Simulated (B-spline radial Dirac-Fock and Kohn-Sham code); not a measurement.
# Photoionisation of zinc ions at Ga Kα (9251.7 eV)

Model: the independent-particle Dirac-Slater model, thresholds from Dirac-Fock. Program: a B-spline atomic structure program. Cross sections in kb; a dash marks an empty subshell or a threshold above the photon energy.

| ion | configuration | total | 2s | 3p1/2 | 3p3/2 | 3d3/2 | 4s |
| --- | --- | --- | --- | --- | --- | --- | --- |
| Zn | [Ar] 3d10 4s2 | 4.115 | 1.98 | 0.0746 | 0.135 | 0.00347 | 0.0186 |
| Zn³⁺ | [Ar] 3d9 | 4.105 | 1.98 | 0.0760 | 0.138 | 0.00347 | – |
| Zn⁹⁺ | [Ar] 3d3 | 4.208 | 1.99 | 0.0933 | 0.171 | 0.00185 | – |
| Zn¹¹⁺ | [Ar] 3d1 | 4.258 | 1.99 | 0.101 | 0.186 | 0.000721 | – |
| Zn¹⁷⁺ | [Ne] 3s2 3p1 | 4.186 | 2.03 | 0.0212 | 0.0391 | – | – |

Values without a named source are computed, but for edge energies of neutral atoms, which are taken from tables.
